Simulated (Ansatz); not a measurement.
F4Sn, charge -1, doublet, geometry from GFN2-xTB (such geometries of metal compounds can be far from the true shape) (a state made from the parent by changing its charge; the spin is typed, not shown lowest) (all electrons, no relativity) (a gas-phase anion, which may not be bound at this level), with bond 1-2 at 1.5 times its length; PBE0/STO-3G (Ansatz, a program for electronic structure).

Input for Ansatz:
Ansatz 0.2 input:
```yaml
crystal:
  periodic: [false, false, false]
  atoms:
    - {symbol: F, position_ang: [-1.71524571, -2.67454911, -1.31309031]}
    - {symbol: Sn, position_ang: [0.00000000, 0.00000000, 0.00000000]}
    - {symbol: F, position_ang: [-1.36890091, 1.83770533, 0.04532888]}
    - {symbol: F, position_ang: [0.67888066, -0.49971285, 2.13131729]}
    - {symbol: F, position_ang: [1.83351739, 0.44504026, -1.30125264]}
basis:
  gaussian:
    orbitals: STO-3G
hamiltonian:
  xc: pbe0
total_charge: -1
magnetization: {spin_polarized: true, initial_magnetization: 1}
scf: {lower_state_search: off}
```

The log (banner, timings and long lists left out):

```
Functional definition: PBE0
these checks for a lower state are left out or cut short: stability, starts, cluster_reference, orbital_swaps, neighbouring_geometries, increment
633 factors; integrals over basis functions are off by at most 3.3e-5 eV
mean field evaluation 1: about -173002.0388 eV, gradient 1.2e1 eV
mean field evaluation 2: about -172652.7479 eV, gradient 2.0e1 eV
mean field evaluation 4: about -173001.4132 eV, gradient 1.1e1 eV
mean field evaluation 8: about -173009.3058 eV, gradient 5.0e-1 eV
mean field -173009.27704045 eV, -6357.9736613366 hartree, gradient 5.4e-6 eV, S^2 0.758606; 0 other end points of the search recorded, 0 dependent functions left out
reference -173009.27704996 eV, -6357.9736616860 hartree; 44, 43 occupied and 3, 4 virtual orbitals, 633 factors
Total energy: -173009.27704996 eV, -6357.9736616860 hartree
Checks for a lower state left out: stability, starts, cluster_reference, orbital_swaps, neighbouring_geometries, increment
```
